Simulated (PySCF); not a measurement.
**Which determinant of YH lies lowest?**

Unrestricted PBE0; Y def2-TZVPP with ECP28, H def2-TZVPP; scalar-relativistic core potentials (PySCF 2.14). Outer shells of the fragments: Y 4d1 5s2; H 1s1.

Followed along the bond (rough minima from three points):

```tsv
2Ms+1	unpaired	⟨S²⟩ at the start	R at minimum (Å)	Te (eV)
1	none	0.00	1.91	0.00
3	σ ↑, δ ↑	2.00	1.98	0.39
3	σ ↑, π ↑	2.00	1.97	0.63
1	σ ↓, δ ↑	1.00	1.99	0.84
1	σ ↑, π ↓	1.00	1.97	0.87
3	σ ↑↑	2.00	none in the scan	≤ 1.18
```

Solutions found at the starting distance of 1.785 Å, counted from the lowest of them; the search is not exhaustive and high or unbound solutions are not listed, so other states can lie among these:

```
2Ms+1        unpaired   term  E (eV)  ⟨S²⟩  ⟨Lz²⟩  μ (D)
    1            none    ¹Σ⁺    0.00  0.00   0.00  -1.39
    3        σ ↑, δ ↑     ³Δ    0.48  2.00   4.01  -2.58
    3        σ ↑, π ↑     ³Π    0.71  2.00   1.03  -1.28
    1        σ ↑, π ↓  mixed    0.94  1.00   1.18  -2.18
    1        σ ↓, δ ↑  mixed    0.95  1.00   4.00  -1.62
    3            σ ↑↑    ³Σ⁺    1.32  2.00   0.00   0.86
    3        π ↑, δ ↑  mixed    1.98  2.01   5.00  -2.15
    3            δ ↑↑    ³Σ⁻    2.37  2.00   0.00  -4.35
    5      σ ↑↑, π ↑↑    ⁵Σ⁻    4.27  6.00   0.00  -0.12
    5  σ ↑↑, π ↑, δ ↑  mixed    4.60  6.00   5.00   0.13
    3  σ ↑↑, π ↓, δ ↑  mixed    5.29  3.00   4.96   0.19
    5      σ ↑↑↑, δ ↑     ⁵Δ    5.30  6.00   4.01   4.51
    5      σ ↑↑, δ ↑↑    ⁵Σ⁻    5.42  6.00   0.00   1.15
```

A term symbol is given only where ⟨S²⟩ and ⟨Lz²⟩ are close to those of a pure state; real π, δ and φ orbitals otherwise mix terms. A positive dipole means Y(−)H(+).

**Question.** Compare the gap between the two lowest followed solutions at the starting distance with the gap between their minima.

**Answer.** At PBE0 the second solution (triplet, unpaired electrons σ ↑, δ ↑) lies +0.48 eV from the first (singlet, closed shell) at 1.785 Å and +0.39 eV at the minima; the two curves relax by different amounts, since their minima lie near 1.98 and 1.91 Å.

Spin–orbit coupling is left out.
